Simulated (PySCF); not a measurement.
Broadened absorption spectrum of 3-fluorophenol

3-fluorophenol, C₆H₅FO.
Geometry (GFN2-xTB, Å), atoms numbered from 1 in this order:
```
atom  x, y, z in Å
O1     2.478   -0.316    0.003
C2     1.131   -0.165    0.000
C3     0.338   -1.311    0.014
C4    -1.038   -1.202    0.012
C5    -1.652    0.040   -0.001
C6    -0.850    1.164   -0.015
F7    -1.425    2.385   -0.030
C8     0.531    1.088   -0.015
H9     2.910    0.547   -0.008
H10    0.824   -2.273    0.026
H11   -1.644   -2.095    0.022
H12   -2.725    0.143   -0.001
H13    1.118    1.995   -0.025
```

Computed, not measured: TDDFT B3LYP/def2-SVPD, vertical, gas phase, core orbitals frozen in the response in PySCF.

Each state is given a Gaussian of 0.25 eV full width at half maximum, with ε(max) = 2.175×10⁸ f / Δν̃ (Δν̃ the width in cm⁻¹). The width is an assumption, not a result. The curve ends short of the highest state used, and states not computed would add to its high-energy end.

```tsv
λ (nm)	ε (L mol⁻¹ cm⁻¹)
194.7	99
195.9	40
197.1	31
198.3	59
199.4	132
200.6	296
201.8	589
203.0	1035
204.1	1558
205.3	2175
206.5	2711
207.7	3027
208.8	3050
210.0	2788
211.2	2308
212.4	1737
213.5	1235
214.7	783
215.9	456
217.1	246
218.2	131
219.4	62
220.6	28
221.8	12
222.9	7
224.1	8
225.3	15
226.5	34
227.6	69
228.8	139
230.0	261
231.2	452
232.3	701
233.5	1055
234.7	1482
235.9	1945
237.0	2355
238.2	2729
239.4	2972
240.6	3047
241.7	2960
242.9	2717
244.1	2359
245.3	1941
246.4	1551
247.6	1157
248.8	821
250.0	556
251.1	373
252.3	231
253.5	137
254.7	78
255.8	45
257.0	24
258.2	12
259.4	6
```

Question: Locate the maxima and give the states behind the curve.

Answer: 241 nm (5.15 eV), ε about 3000, made up of S1 (100%); 208 nm (5.95 eV), ε about 3100, made up of S3 (100%) (ε in L mol⁻¹ cm⁻¹; maxima over ε = 5, shares over 10%). At its high-energy end, 6.37 eV, the curve is still rising (ε about 100, from S4 and S6). The states used: S1 5.16 eV (f 0.028); S2 5.77 eV (f 0.0001); S3 5.95 eV (f 0.028); S4 6.51 eV (f 0.0008); S5 6.59 eV (f 0.0001); S6 6.75 eV (f 0.408); S7 6.89 eV (f 0.0004); S8 6.97 eV (f 0.546).

Question: Coming from long wavelengths, where does ε first pass 100 L mol⁻¹ cm⁻¹?

Answer: At about 254 nm (4.88 eV), 0.28 eV below S1.

Question: On this curve, what absorbance would a 10⁻³ mol/L sample give at 248 nm over a 1 cm path?

Answer: 248 nm is 4.999 eV, where ε is about 1000 L mol⁻¹ cm⁻¹, so A = ε c l ≈ 1 (Beer–Lambert, with the gas-phase spectrum and the assumed width).

Question: What would ε be at 5.95 eV, the highest of these maxima, with half the width (0.125 eV)?

Answer: About 6140 L mol⁻¹ cm⁻¹ against 3070, a factor of about 2.00; a lone state at its own centre would give exactly 2.

One conformer stands for the species.
